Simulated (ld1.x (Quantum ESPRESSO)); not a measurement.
## An all-electron radial function and its pseudo partner (Rh)

Columns: radius, all-electron u(r) and pseudo u(r) of the 4d shell (level -5.95 eV) of rhodium in the configuration [Ar] 3d10 4s2 4p6 4d8 5s1 5p0; PBEsol, scalar-relativistic, RRKJ scheme, ld1.x (Quantum ESPRESSO) 7.5.

| r (bohr) | all-electron | pseudo |
| --- | --- | --- |
| 0.095 | 0.1629 | -0.0027 |
| 0.190 | 0.3843 | -0.0207 |
| 0.285 | 0.3819 | -0.0658 |
| 0.380 | 0.2099 | -0.1432 |
| 0.475 | -0.0276 | -0.2504 |
| 0.570 | -0.2624 | -0.3774 |
| 0.665 | -0.4621 | -0.5098 |
| 0.760 | -0.6156 | -0.6322 |
| 0.855 | -0.7235 | -0.7322 |
| 0.950 | -0.7914 | -0.8026 |
| 1.045 | -0.8272 | -0.8423 |
| 1.140 | -0.8386 | -0.8547 |
| 1.235 | -0.8321 | -0.8460 |
| 1.330 | -0.8131 | -0.8230 |
| 1.425 | -0.7858 | -0.7915 |
| 1.520 | -0.7533 | -0.7558 |
| 1.615 | -0.7177 | -0.7185 |
| 1.710 | -0.6806 | -0.6808 |
| 1.805 | -0.6433 | -0.6433 |
| 1.900 | -0.6065 | -0.6065 |
| 1.995 | -0.5706 | -0.5706 |
| 2.090 | -0.5361 | -0.5361 |
| 2.185 | -0.5031 | -0.5031 |
| 2.280 | -0.4718 | -0.4718 |
| 2.375 | -0.4421 | -0.4421 |
| 2.470 | -0.4141 | -0.4141 |

Question: How many radial nodes do the two functions have?

Answer: The all-electron 4d function has n − l − 1 = 1; the pseudo-wave has 0, since the states of the same l below it are removed with the core.

Question: At about which radius was the pseudo-wave matched?

Answer: 1.90 bohr. The columns agree to 0.0005 from 1.71 bohr on; several derivatives are matched, so the curves merge somewhat inside the radius.

Question: Is the pseudo-wave norm-conserving?

Answer: Yes: the RRKJ scheme keeps the norm inside the radius equal to the all-electron one, which fixes the energy derivative of the logarithmic derivative at the level.
